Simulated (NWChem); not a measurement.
The numbers come from NWChem runs, not from measurements. System: Te, charge 1, spin multiplicity 4. Its SCF solution wasn't tested for a lower state. Level: B3LYP/x2c-SVPall-2c, spin-orbit ZORA, VWN1-RPA local correlation.

Job file:

```
start mol
memory heap 200 mb stack 900 mb global 1100 mb
charge 1
geometry units angstroms nocenter noautoz noautosym
  Te     0.000000     0.000000     0.000000
end
basis spherical
  * library x2c-svpall-2c
end
relativistic
  zora on
end
dft
  xc b3lyp
  odft
  mult 4
  semidirect memsize 60000000 filesize 0
  iterations 100
  grid fine
end
task sodft energy
```

Part of the output:

```
             Northwest Computational Chemistry Package (NWChem) 7.3.0
             --------------------------------------------------------

                                NWChem Input Module
                                -------------------

 Scaling coordinates for geometry "geometry" by  1.889725989
 (inverse scale =  0.529177249)

                             Geometry "geometry" -> ""
                             -------------------------

 Output coordinates in angstroms (scale by  1.889725989 to convert to a.u.)

  No.       Tag          Charge          X              Y              Z
 ---- ---------------- ---------- -------------- -------------- --------------
    1 Te                  52.0000     0.00000000     0.00000000     0.00000000

 Effective nuclear repulsion energy (a.u.)       0.0000000000

            Nuclear Dipole moment (a.u.)
            ----------------------------
        X                 Y               Z
 ---------------- ---------------- ----------------
     0.0000000000     0.0000000000     0.0000000000


 Summary of "ao basis" -> "" (spherical)
 ------------------------------------------------------------------------------
       Tag                 Description            Shells   Functions and Types
 ---------------- ------------------------------  ------  ---------------------
 *                       x2c-svpall-2c                on all atoms

                                 NWChem DFT Module
                                 -----------------

 Summary of "ao basis" -> "ao basis" (spherical)
 ------------------------------------------------------------------------------
       Tag                 Description            Shells   Functions and Types
 ---------------- ------------------------------  ------  ---------------------
 Te                      x2c-svpall-2c              18       50   6s8p4d

 Summary of "ao basis" -> "ao basis" (spherical)
 ------------------------------------------------------------------------------
       Tag                 Description            Shells   Functions and Types
 ---------------- ------------------------------  ------  ---------------------
 Te                      x2c-svpall-2c              18       50   6s8p4d

            General Information
            -------------------
          SCF calculation type: DFT
          Wavefunction type:  spin polarized.
          No. of atoms     :     1
          No. of electrons :    51
           Alpha electrons :    27
            Beta electrons :    24
          Charge           :     1
          Spin multiplicity:     4
          Use of symmetry is: off; symmetry adaption is: off
          Maximum number of iterations: 100
          AO basis - number of functions:    50
                     number of shells:    18
          Convergence on energy requested:  1.00D-06
          Convergence on density requested:  1.00D-05
          Convergence on gradient requested:  5.00D-04

              XC Information
              --------------
                         B3LYP Method XC Potential
                     Hartree-Fock (Exact) Exchange  0.200
                        Slater Exchange Functional  0.800 local
                    Becke 1988 Exchange Functional  0.720 non-local
              Lee-Yang-Parr Correlation Functional  0.810
                  VWN I RPA Correlation Functional  0.190 local

             Grid Information
             ----------------
          Grid used for XC integration:  fine
          Radial quadrature: Mura-Knowles
[...]
      One electron energy =    -9383.790492023591
           Coulomb energy =     2685.629302308624
    Exchange-Corr. energy =     -177.420409201483
 Nuclear repulsion energy =        0.000000000000

       Scaling correction =      101.941417129579

 Numeric. integr. density =       50.999999991227

     Total iterative time =      7.5s

                       DFT Final Molecular Orbital Analysis
                       ------------------------------------

 Vector   49  Occ=1.000000D+00  E=-5.805163D-01
              MO Center=  4.2D-14,  3.3D-14,  3.2D-15, r^2= 9.1D-01
  Bfn.         Coefficient        Function           Bfn.         Coefficient        Function
  ----     -------------------  ------------         ----     -------------------  ------------
    19     0.289530   0.318793  1 Te px                20     0.318793  -0.289530  1 Te py
    22     0.258276   0.284380  1 Te px                23     0.284380  -0.258276  1 Te py
    13    -0.227728  -0.250745  1 Te px                14    -0.250745   0.227728  1 Te py
    71    -0.099682  -0.109756  1 Te pz                74    -0.063367  -0.069771  1 Te pz
    65     0.061384   0.067588  1 Te pz                10     0.058921   0.064876  1 Te px

 Vector   50  Occ=1.000000D+00  E=-5.704938D-01
              MO Center= -1.3D-14,  7.0D-15,  8.6D-14, r^2= 1.8D+00
  Bfn.         Coefficient        Function           Bfn.         Coefficient        Function
  ----     -------------------  ------------         ----     -------------------  ------------
    21     0.573653   0.054146  1 Te pz                24     0.549952   0.051909  1 Te pz
    15    -0.471897  -0.044541  1 Te pz                12     0.162836   0.015370  1 Te pz
    70    -0.013009   0.137820  1 Te py                69     0.137820   0.013009  1 Te px
    73    -0.008864   0.093905  1 Te py                72     0.093905   0.008864  1 Te px
    64     0.008343  -0.088387  1 Te py                63    -0.088387  -0.008343  1 Te px

 Vector   51  Occ=1.000000D+00  E=-5.531261D-01
              MO Center=  1.8D-14,  4.9D-14, -2.6D-15, r^2= 1.0D+00
  Bfn.         Coefficient        Function           Bfn.         Coefficient        Function
  ----     -------------------  ------------         ----     -------------------  ------------
    23     0.401965   0.155177  1 Te py                22     0.155177  -0.401965  1 Te px
    20     0.370173   0.142904  1 Te py                19     0.142904  -0.370173  1 Te px
    14    -0.328582  -0.126848  1 Te py                13    -0.126848   0.328582  1 Te px
    11     0.157107   0.060650  1 Te py                10     0.060650  -0.157107  1 Te px
     8    -0.059247  -0.022872  1 Te py                 7    -0.022872   0.059247  1 Te px

 Vector   52  Occ=0.000000D+00  E=-4.446826D-01
              MO Center= -2.4D-15,  1.4D-15,  1.9D-14, r^2= 1.8D-01
  Bfn.         Coefficient        Function           Bfn.         Coefficient        Function
  ----     -------------------  ------------         ----     -------------------  ------------
    73     0.055977  -0.419861  1 Te py                72    -0.419861  -0.055977  1 Te px
    70     0.048651  -0.364910  1 Te py                69    -0.364910  -0.048651  1 Te px
    64    -0.041650   0.312401  1 Te py                63     0.312401   0.041650  1 Te px
    24     0.201010   0.026799  1 Te pz                15    -0.135924  -0.018122  1 Te pz
    21     0.115803   0.015439  1 Te pz                12     0.112908   0.015053  1 Te pz

 Vector   53  Occ=0.000000D+00  E=-4.375285D-01
              MO Center= -2.1D-15,  1.1D-15,  3.4D-16, r^2= 5.0D-02
  Bfn.         Coefficient        Function           Bfn.         Coefficient        Function
  ----     -------------------  ------------         ----     -------------------  ------------
    74    -0.530089   0.341200  1 Te pz                71    -0.426572   0.274569  1 Te pz
    65     0.384057  -0.247204  1 Te pz                62    -0.146950   0.094587  1 Te pz
    22    -0.091434   0.058853  1 Te px                23     0.058853   0.091434  1 Te py
    13     0.060121  -0.038698  1 Te px                14    -0.038698  -0.060121  1 Te py
    59     0.060118  -0.038696  1 Te pz                11     0.035201   0.054689  1 Te py

 Vector   54  Occ=0.000000D+00  E=-4.279689D-01
              MO Center=  2.0D-28,  2.9D-28,  2.6D-28, r^2= 3.1D-26
  Bfn.         Coefficient        Function           Bfn.         Coefficient        Function
  ----     -------------------  ------------         ----     -------------------  ------------
    72    -0.018913   0.467881  1 Te px                73     0.467881   0.018913  1 Te py
    69    -0.014192   0.351073  1 Te px                70     0.351073   0.014192  1 Te py
    63     0.013347  -0.330178  1 Te px                64    -0.330178  -0.013347  1 Te py
    61     0.148420   0.006000  1 Te py                60    -0.006000   0.148420  1 Te px
    57     0.002504  -0.061949  1 Te px                58    -0.061949  -0.002504  1 Te py

   alpha - beta orbital overlaps
   -----------------------------

   alpha      1      2      3      4      5      6      7      8      9     10
    beta      1      2      3      4      5      5      7      8      9     10
 overlap   1.169  1.522  1.813  2.009  1.136  0.192  1.291  1.291  1.291  1.552

   alpha     11     12     13     14     15     16     17     18     19     20
    beta     11     12     13     14     15      7      8      9     13     14
 overlap   1.552  1.551  1.213  1.213  1.212  0.021  0.021  0.020  0.059  0.059

   alpha     21     22     23     24     25     26     27     28     29     30
    beta     15     13     14     15     13     14     15     13     14     15
 overlap   0.060  0.021  0.021  0.019  0.035  0.035  0.035  0.067  0.067  0.067

   alpha     31     32     33     34     35     36     37     38     39     40
    beta     31     32     33     34     35     36     37     38     39     40
 overlap   1.145  1.145  1.145  1.145  1.145  1.123  1.123  1.123  1.123  1.123

   alpha     41     42     43     44     45     46     47     48     49     50
    beta     36     37     38     39     40     36     37     38     39     40
 overlap   0.026  0.026  0.026  0.026  0.026  0.016  0.016  0.016  0.016  0.016

     --------------------------
     Expectation value of S2:
     --------------------------
      <S2> =      3.6450 (Exact =     3.7500)

 Task  times  cpu:       13.2s     wall:       13.2s

 Total times  cpu:       13.2s     wall:       13.2s
```
